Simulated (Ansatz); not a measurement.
A nudged elastic band was laid between two geometries of CH$_{5}$BOSi (9 atoms, charge 0, multiplicity 1).

All numbers below come from Ansatz, RKS PBE-D4/def2-SVP.

| Property | Result |
| --- | --- |
| movable images | 5 |
| climbing image | yes |
| spring | 5.0 eV/Å² |
| optimiser | quadratic models (default) |
| start path | IDPP |
| force threshold | 0.05 eV/Å |
| iteration limit | 57 |
| end points | relaxed |

Initial state:

```xyz
9
Properties=species:S:1:pos:R:3
O 0.985 1.646 -0.835
C 0.360 0.804 -1.503
B -0.541 0.490 -0.306
Si -0.026 -0.894 1.072
H 0.604 0.580 -2.574
H -1.542 1.169 -0.176
H -1.013 -2.035 0.984
H 1.353 -1.460 0.847
H -0.091 -0.346 2.474
```

Final state:

```xyz
9
Properties=species:S:1:pos:R:3
O 0.825 0.485 -1.870
C -0.388 0.548 -1.603
B -0.083 0.781 -0.121
Si 0.177 -0.758 1.160
H -1.185 0.437 -2.384
H 0.079 1.934 0.233
H 0.179 -2.099 0.472
H 1.453 -0.628 1.950
H -0.970 -0.746 2.145
```

Which bonds break or form, and what moves?

No bond is made or broken. The dihedral C2–B3–Si4–H8 goes from 5 to 129°. The two ends are copies of one structure, up to a mirror image or an exchange of like atoms.

What energy profile does the band end with?

The run converged. The highest image is number 3 of 0 to 6, 0.028 eV above the ends, which have the same energy within 2 meV. A vibrational analysis at the climbing image gives one clearly imaginary mode, 87i cm⁻¹: a first-order saddle point.

```tsv
image	path coordinate (Å)	energy (eV)	dihedral C2–B3–Si4–H8 (°)
0	0.00	0.000	5
1	0.64	0.007	25
2	1.28	0.021	45
3	1.91	0.028	66
4	2.57	0.020	86
5	3.22	0.006	108
6	3.88	0.000	129
```

What is the geometry of the highest image?


```xyz
9
Properties=species:S:1:pos:R:3
O 1.116 1.048 -1.413
C -0.025 0.598 -1.624
B -0.374 0.708 -0.138
Si 0.044 -0.810 1.138
H -0.373 0.289 -2.643
H -0.813 1.776 0.247
H -0.520 -2.125 0.655
H 1.539 -0.978 1.245
H -0.506 -0.553 2.516
```

The band took 7 iterations and about 2.7 core-minutes.

The run took 2.7 min on 1 thread of Intel(R) Xeon(R) Processor @ 2.50GHz (Skylake/Cascade Lake), with other jobs on the host, peak memory 0.13 GiB.
